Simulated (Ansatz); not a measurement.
Calculated with Ansatz (gas phase, PBE0-D4/def2-TZVP geometries, no zero-point term in ΔE). CBS: MP2 limit from def2 TZ/QZ plus the TZ coupled-cluster correction, frozen cores. This one scheme is used for every species. Functionals use def2-TZVPP. B3LYP here is the variant with VWN-RPA as its local correlation; programs differ in this. For Ge outer-core shells are correlated without core-valence functions, which leaves a few kJ/mol of doubt a bond. Scalar relativity is left out up to krypton. One conformer a species, not always the lowest.

Consider the formal exchange of groups at the Si–C bond: `C[SiH](N)CO` + `[NH2][GeH3]` → `C[SiH](N)[GeH2][NH2]` + CH₃OH.

```json
{"level": "PBE-D4", "ΔE (kcal/mol)": "-5.6", "difference from CCSD(T)/CBS": "-0.7"}
{"level": "r2SCAN-D4", "ΔE (kcal/mol)": "-4.3", "difference from CCSD(T)/CBS": "0.6"}
{"level": "PBE0-D4", "ΔE (kcal/mol)": "-5.5", "difference from CCSD(T)/CBS": "-0.6"}
{"level": "B3LYP-D4", "ΔE (kcal/mol)": "-5.1", "difference from CCSD(T)/CBS": "-0.2"}
{"level": "ωB97X-V", "ΔE (kcal/mol)": "-3.9", "difference from CCSD(T)/CBS": "1.0"}
{"level": "ωB97M-V", "ΔE (kcal/mol)": "-3.3", "difference from CCSD(T)/CBS": "1.6"}
{"level": "B2PLYP", "ΔE (kcal/mol)": "-4.2", "difference from CCSD(T)/CBS": "0.7"}
{"level": "PBE", "ΔE (kcal/mol)": "-5.2", "difference from CCSD(T)/CBS": "-0.3"}
{"level": "r2SCAN", "ΔE (kcal/mol)": "-4.2", "difference from CCSD(T)/CBS": "0.7"}
{"level": "PBE0", "ΔE (kcal/mol)": "-5.0", "difference from CCSD(T)/CBS": "-0.1"}
{"level": "B3LYP", "ΔE (kcal/mol)": "-4.4", "difference from CCSD(T)/CBS": "0.5"}
{"level": "HF/def2-TZVPP", "ΔE (kcal/mol)": "-3.6", "difference from CCSD(T)/CBS": "1.3"}
{"level": "HF/def2-QZVPP", "ΔE (kcal/mol)": "-3.3", "difference from CCSD(T)/CBS": "1.6"}
{"level": "MP2/def2-QZVPP", "ΔE (kcal/mol)": "-4.5", "difference from CCSD(T)/CBS": "0.4"}
{"level": "HF/CBS(def2)", "ΔE (kcal/mol)": "-3.3", "difference from CCSD(T)/CBS": "1.6"}
{"level": "MP2/CBS(def2)", "ΔE (kcal/mol)": "-4.7", "difference from CCSD(T)/CBS": "0.2"}
{"level": "CCSD(T)/CBS", "ΔE (kcal/mol)": "-4.9", "difference from CCSD(T)/CBS": "0"}
```

Largest T1 diagnostic among the species: 0.011.

In def2-TZVPP, CCSD(T) changes the Hartree–Fock value by −0.8 kcal/mol (the triples alone add −0.0 kcal/mol) and MP2 by −0.7 kcal/mol.

CCSD(T)/CBS has its own doubt, a few kJ/mol and more with outer-core shells, so smaller differences from it don't rank the levels.
